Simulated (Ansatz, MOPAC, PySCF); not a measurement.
Pair of molecules: SiH4 (SMILES [SiH4]) (first 5 atoms) with H2S (SMILES S); geometry from B3LYP-D3(BJ)/def2-TZVP.
(charge 0, multiplicity 1):
```xyz
8

Si     0.030    -0.044    -0.287
H     -0.705     1.128     0.239
H     -0.110    -0.071    -1.764
H     -0.545    -1.286     0.272
H      1.462     0.059     0.063
S      0.199     0.060     3.473
H     -0.321     1.290     3.338
H     -1.004    -0.525     3.368
```

Counterpoise-corrected where a basis set is named; no monomer relaxation. Rows marked so take none.

Rows in 6-31G* carry no dispersion term and start afresh at each structure (6-31G* with six Cartesian d functions). The state that AM1 reach isn't checked.

Run with Ansatz (Gaussian orbitals); MOPAC for AM1 (differences of heats of formation); PySCF for 6-31G* rows, the dispersion terms. 

**Question.** One of these levels gives -0.24 kcal/mol for the interaction energy. Which?
(A) PBE0-D3(BJ)/def2-TZVPPD
(B) r2SCAN/def2-TZVPPD
(C) HF/6-31G* (no counterpoise)
(D) AM1

**Answer.** D, AM1. The others give 0.44 (HF/6-31G* (no counterpoise)), -0.85 (r2SCAN/def2-TZVPPD), -1.53 (PBE0-D3(BJ)/def2-TZVPPD)

Ansatz is a program for electronic structure.
